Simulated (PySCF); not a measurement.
Gas-phase reaction: TiCl3OH + H + OH → TiCl2(OH)2 + HCl

Method: PySCF energies plus ideal-gas RRHO corrections (1 bar). † marks an energy on the PBE0/def2-TZVP geometry and frequencies; other levels use their own. MP2 freezes the core. 6-31G* has spherical d functions here. Open shells (unrestricted): H (multiplicity 2), OH (multiplicity 2, electronic degeneracy 4); the rest are closed-shell singlets. Spin-orbit splitting is ignored; it lowers the true energy and changes the entropy of OH. B3LYP is the form with VWN-RPA correlation. TiCl3OH, TiCl2(OH)2: computed as isolated molecules; such fragments, hydroxides, amides, oligomers or adducts are transient or little studied in the gas. MP2 isn't extrapolated to the basis-set limit; its ΔH°(298 K) is -465.3 kJ in def2-SVP and -479.1 kJ in def2-TZVPP. The harmonic model lacks anharmonicity and excited electronic states, which grow with temperature; levels with a mode under 35 cm⁻¹ are left out. Soft modes under 120 cm⁻¹ make the harmonic entropy rough for TiCl3OH, TiCl2(OH)2. Warning, point group unlike the PBE0 one: TiCl3OH (HF/6-31G*).

```tsv
level	ΔE electronic, kJ	ΔH°(298 K), kJ	ΔS°(298 K), J/K	ΔG°(1000 K), kJ
B3LYP/def2-TZVP†	-491	-470	-116	-350
HF/6-31G*	-354	-332	-125	-203
HF/def2-TZVP†	-351	-330	-116	-210
MP2/def2-SVP†	-486	-465	-116	-345
PBE/def2-SVP	-500	-480	-112	-364
PBE/def2-TZVP†	-494	-473	-116	-353
PBE0/def2-QZVP†	-484	-464	-116	-344
PBE0/def2-TZVP	-482	-461	-116	-341
LDA/def2-TZVP†	-571	-551	-116	-431
ωB97M-V/def2-TZVP†	-499	-479	-116	-359
```
ΔH° is lowest at LDA/def2-TZVP† and highest at HF/def2-TZVP†. No reference value is set beside these.
